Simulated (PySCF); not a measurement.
Electron correlation in Au (gold, neutral)

[Xe] 4f14 5d10 6s1, 2S determinant. Calculation: PySCF 2.14, in x2c-TZVPPall with one added diffuse shell each of s, p, d, f type (12s8p8d4f1g, 113 functions); scalar relativity by spin-free X2C-1e. Frozen: [Xe] 4f14; 11 electrons correlated.

| level | correlation energy (mhartree) |
| --- | --- |
| CCSD | -338.70 |
| (T) | -14.62 |
| CCSD(T) | -353.32 |

Diagnostics: T1 = 0.014, D1 = 0.0585, largest double amplitude 0.018.

Cost of the coupled-cluster step: roughly 40 core-seconds, for 11 correlated electrons.

Iterations:

```
CC2 = 0
CCSD nocc = (np.int64(6), np.int64(5)), nmo = (79, 79)
frozen orbitals [[0, 1, 2, 3, 4, 5, 6, 7, 8, 9, 10, 11, 12, 13, 14, 15, 16, 17, 18, 19, 20, 21, 22, 23, 24, 25, 26, 27, 28, 29, 30, 31, 32, 33], [0, 1, 2, 3, 4, 5, 6, 7, 8, 9, 10, 11, 12, 13, 14, 15, 16, 17, 18, 19, 20, 21, 22, 23, 24, 25, 26, 27, 28, 29, 30, 31, 32, 33]]
max_cycle = 100
direct = 0
conv_tol = 1e-08
conv_tol_normt = 1e-06
diis_space = 8
diis_start_cycle = 0
Init t2, MP2 energy = -0.364902311599668
Init E_corr(UCCSD) = -0.364902311681284
cycle = 1  E_corr(UCCSD) = -0.331139133008891  dE = 0.0337631787  norm(t1,t2) = 0.0662305
cycle = 2  E_corr(UCCSD) = -0.33877429800265  dE = -0.00763516499  norm(t1,t2) = 0.0191116
cycle = 3  E_corr(UCCSD) = -0.338230627536985  dE = 0.000543670466  norm(t1,t2) = 0.00873635
cycle = 4  E_corr(UCCSD) = -0.338627229632438  dE = -0.000396602095  norm(t1,t2) = 0.00367941
cycle = 5  E_corr(UCCSD) = -0.338713635744361  dE = -8.64061119e-05  norm(t1,t2) = 0.000354148
cycle = 6  E_corr(UCCSD) = -0.338697418345378  dE = 1.6217399e-05  norm(t1,t2) = 0.000113886
cycle = 7  E_corr(UCCSD) = -0.33869417914346  dE = 3.23920192e-06  norm(t1,t2) = 3.49564e-05
cycle = 8  E_corr(UCCSD) = -0.338695210701016  dE = -1.03155756e-06  norm(t1,t2) = 1.0704e-05
cycle = 9  E_corr(UCCSD) = -0.338695451836727  dE = -2.41135712e-07  norm(t1,t2) = 2.64324e-06
cycle = 10  E_corr(UCCSD) = -0.338695445843321  dE = 5.99340666e-09  norm(t1,t2) = 7.20655e-07
UCCSD converged
E(UCCSD) = -19009.12222419096  E_corr = -0.3386954458433207
UCCSD(T) correction = -0.0146197168312719
```
